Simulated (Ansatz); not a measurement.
Reaction (ligand exchange at the In–C bond): `O[C](=S)[InH][F]` + HI → `[F][InH][I]` + `OC=S`

Program: Ansatz. Geometries: PBE0-D4/def2-TZVP. ΔE: electronic, gas phase. CCSD(T)/CBS adds triple-zeta CCSD(T) − MP2 to the extrapolated MP2 energy (def2 sets, frozen cores). This one scheme is used for every species. Functionals use def2-TZVPP. Elements past krypton have def2 core potentials. For I, In outer-core shells are correlated without core-valence functions, which leaves a few kJ/mol of doubt a bond. Each species was taken in one conformer, which may not be the lowest.

Task: Is it downhill or uphill in electronic energy at CCSD(T)/CBS, and by how much? (Estimate.)

Result: The calculation gave: Downhill: ΔE = -32.9 kcal/mol.

Task: What do these levels give: LDA (SPW92), CAM-B3LYP-D4, r2SCANh, r2SCAN0, CAM-B3LYP, HF/def2-SVP, CCSD/def2-SVP, HF/def2-TZVPP, MP2/def2-TZVPP, SCS-MP2/def2-TZVPP, CCSD(T)/def2-TZVPP, SCS-MP2/def2-QZVPP? (Estimate.)

Result: Computed: LDA (SPW92) -24.4, CAM-B3LYP-D4 -31.5, r2SCANh -32.1, r2SCAN0 -33.7, CAM-B3LYP -32.1, HF/def2-SVP -42.4, CCSD/def2-SVP -35.0, HF/def2-TZVPP -43.2, MP2/def2-TZVPP -31.9, SCS-MP2/def2-TZVPP -32.7, CCSD(T)/def2-TZVPP -30.7, SCS-MP2/def2-QZVPP -34.0 kcal/mol.

Largest T1 diagnostic among the species: 0.019.

From r2SCAN to r2SCAN0 (25 % exact exchange), in def2-TZVPP and without D4, ΔE moves by −2.8 kcal/mol. Leaving LDA and LC-ωPBE aside and taking each functional with its dispersion term where it has one, the values, not all of them listed here, spread over 7.5 kcal/mol, from BHLYP-D4 to BLYP-D4. LDA lies +4.5 kcal/mol from PBE without D4. In def2-TZVPP, CCSD(T) changes the Hartree–Fock value by +12.5 kcal/mol (the triples alone add +1.9 kcal/mol) and MP2 by +11.4 kcal/mol.
